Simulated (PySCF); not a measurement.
Computed properties of HIMgO, SMILES [OH][Mg][I]

Mg(I)(OH) (HIMgO), SMILES [Mg]([I])[OH]. The structure is a stationary point at r2SCAN-D4/def2-TZVP. The def2 effective core potentials stand for the cores of I; spin–orbit coupling is left out. Other conformers were not sampled. All values are computed for the isolated molecule unless a solvent is named; none is compared with measurement here.

**Structure.** The optimised structure has C∞v symmetry. All 7 harmonic modes at r2SCAN-D4/def2-TZVP (PySCF) are real, so it is a minimum. With heavy atoms numbered as in [Mg:1]([I:2])[OH:3], the shortest bond between them is Mg1–O3 at 1.750 Å and the longest Mg1–I2 at 2.536 Å.

**Vibrations.** The strongest infrared lines (harmonic, unscaled, degenerate partners summed) lie at 76 cm⁻¹ (299 km/mol, H 50 %, O 30 %, Mg 20 %), 827 cm⁻¹ (179 km/mol, O 48 %, Mg 48 %), 4036 cm⁻¹ (116 km/mol, H 94 %). The softest mode is at 76 cm⁻¹ and the zero-point energy is 7.9 kcal/mol.

**Electronic structure.** PBE0/def2-TZVPD (PySCF) places the frontier levels at -7.60 and -1.53 eV, a gap of 6.07 eV, and gives a dipole moment of 1.60 D and a mean polarisability of 63.0 bohr³.

**Excitations.** TDA-CAM-B3LYP/def2-SVPD (PySCF) has S1 at 5.00 eV (248 nm, f = 0.072, bright); the most intense of the 10 singlets computed lies at 5.82 eV (f = 0.12). Strengths of degenerate partners are summed. T1 (TDA) is at 4.74 eV, 0.26 eV under S1. No vertical singlet excitation falls in the visible range (under 3.1 eV).
